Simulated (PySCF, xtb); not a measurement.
Protons, H atoms and electrons added to or taken from N=C=O. Gas-phase values, no solvent. One relaxed conformer stands for each flexible species; it need not be the lowest. Strings in code marks are SMILES.

Quantity: proton affinity at 298 K, in kJ/mol. Enthalpy corrections at 298 K come from GFN2-xTB frequencies (xtb).

Level 1: M06-2X/def2-TZVP (PySCF)
Level 2: PBE-D3(BJ)/def2-TZVP // M06-2X/def2-TZVP (PySCF)
Level 3: M06-2X/6-31G* // M06-2X/def2-TZVP (PySCF)
Level 4: PBE/6-31G* // M06-2X/def2-TZVP (PySCF)

```csv
species,level 2,level 3,level 4
proton added at O3: `N=C=[OH+]` (not the most basic site),649.2,658.2,648.8
proton added at N1: `[NH2+]=C=O`,719.6,725.7,726.8
```

Q: What does level 1 give for each?

A: 
- proton added at O3: `N=C=[OH+]` (not the most basic site): 660.0
- proton added at N1: `[NH2+]=C=O`: 718.9
